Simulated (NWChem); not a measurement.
# BH2S2F; SMILES FB(S)S

```xyz
6

B      0.0000     0.0000    -0.3687
F      0.0000     0.0000    -1.6958
S      1.6304     0.0000     0.4200
H      1.2045     0.0000     1.6987
S     -1.6304     0.0000     0.4200
H     -1.2045     0.0000     1.6987
```
Atoms are numbered in this order, from 1.

Program: NWChem. Coordinates come from a PBE0/def2-SVP optimisation. GIAO values for the isolated, static molecule; σ is the absolute isotropic shielding, δ = σ(reference) − σ with the isolated reference molecule computed at the same levels (11B: boron trifluoride, 19F: trichlorofluoromethane, 1H: tetramethylsilane).

For level LDA (Slater exchange, VWN5)/pcSseg-1:

| Item | Value |
|---|---|
| δ B1 (ppm) | 38.1 |
| δ F2 (ppm) | -55.5 |
| σ S3 (ppm) | 521.7 |
| δ H4 (ppm) | 2.16 |

Q: How do the values read with level KT2/pcSseg-1 instead?

A: The δ B1 (ppm) comes out as 34.1 and the δ F2 (ppm) is -69.3. The σ S3 (ppm) is 559.2. The δ H4 (ppm) is 1.80.
